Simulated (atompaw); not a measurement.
**An all-electron radial function and its pseudo partner (bromine)**

Columns: radius, all-electron u(r) and pseudo u(r) of the 4p shell (level -8.59 eV) of bromine in the configuration [Ar] 3d10 4s1 4p6; LDA (PW92), scalar-relativistic, PAW (atompaw) scheme, atompaw 4.2.0.5.

| r (bohr) | all-electron | pseudo |
| --- | --- | --- |
| 0.062 | 0.1747 | 0.0018 |
| 0.123 | 0.1952 | 0.0071 |
| 0.185 | 0.0472 | 0.0162 |
| 0.246 | -0.1304 | 0.0290 |
| 0.308 | -0.2673 | 0.0459 |
| 0.369 | -0.3369 | 0.0665 |
| 0.431 | -0.3456 | 0.0917 |
| 0.492 | -0.3069 | 0.1207 |
| 0.554 | -0.2349 | 0.1544 |
| 0.615 | -0.1447 | 0.1914 |
| 0.677 | -0.0432 | 0.2327 |
| 0.738 | 0.0591 | 0.2765 |
| 0.800 | 0.1606 | 0.3236 |
| 0.862 | 0.2563 | 0.3725 |
| 0.923 | 0.3428 | 0.4214 |
| 0.985 | 0.4218 | 0.4711 |
| 1.046 | 0.4903 | 0.5187 |
| 1.108 | 0.5506 | 0.5649 |
| 1.169 | 0.6010 | 0.6070 |
| 1.231 | 0.6438 | 0.6455 |
| 1.292 | 0.6779 | 0.6782 |
| 1.354 | 0.7054 | 0.7054 |
| 1.415 | 0.7260 | 0.7260 |
| 1.477 | 0.7408 | 0.7408 |
| 1.538 | 0.7503 | 0.7503 |
| 1.600 | 0.7552 | 0.7552 |

(1) How many radial nodes do the two functions have?

(2) At about which radius was the pseudo-wave matched?

(3) Is the pseudo-wave norm-conserving?

Answers

(1) The all-electron 4p function has n − l − 1 = 2; the pseudo-wave has 0, since the states of the same l below it are removed with the core.

(2) 1.35 bohr, where the columns begin to agree (steps of 0.06 bohr).

(3) No, it belongs to a PAW set: the norm inside the radius is not constrained, and the difference is carried by the augmentation charge.
